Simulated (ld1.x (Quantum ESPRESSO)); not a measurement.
# An all-electron radial function and its pseudo partner (Mg (Z = 12))

Columns: radius, all-electron u(r) and pseudo u(r) of the 3p shell (level -1.34 eV) of magnesium in the configuration [Ne] 3s2 3p0; PBE, non-relativistic, TM scheme, ld1.x (Quantum ESPRESSO) 7.5.

| r (bohr) | all-electron | pseudo |
| --- | --- | --- |
| 0.168 | 0.0912 | -0.0034 |
| 0.335 | 0.1550 | -0.0132 |
| 0.503 | 0.1511 | -0.0295 |
| 0.670 | 0.1077 | -0.0515 |
| 0.838 | 0.0467 | -0.0789 |
| 1.005 | -0.0189 | -0.1106 |
| 1.172 | -0.0834 | -0.1458 |
| 1.340 | -0.1445 | -0.1837 |
| 1.508 | -0.2003 | -0.2229 |
| 1.675 | -0.2501 | -0.2620 |
| 1.842 | -0.2945 | -0.3001 |
| 2.010 | -0.3341 | -0.3361 |
| 2.178 | -0.3686 | -0.3689 |
| 2.345 | -0.3978 | -0.3975 |
| 2.512 | -0.4219 | -0.4216 |
| 2.680 | -0.4414 | -0.4413 |
| 2.848 | -0.4564 | -0.4563 |
| 3.015 | -0.4672 | -0.4671 |
| 3.182 | -0.4741 | -0.4741 |
| 3.350 | -0.4777 | -0.4777 |
| 3.518 | -0.4784 | -0.4784 |
| 3.685 | -0.4764 | -0.4764 |
| 3.852 | -0.4722 | -0.4722 |
| 4.020 | -0.4662 | -0.4662 |
| 4.188 | -0.4586 | -0.4586 |
| 4.355 | -0.4498 | -0.4498 |

Q: How many radial nodes do the two functions have?

A: The all-electron 3p function has n − l − 1 = 1; the pseudo-wave has 0, since the states of the same l below it are removed with the core.

Q: Is the pseudo-wave norm-conserving?

A: Yes: the TM scheme keeps the norm inside the radius equal to the all-electron one, which fixes the energy derivative of the logarithmic derivative at the level.
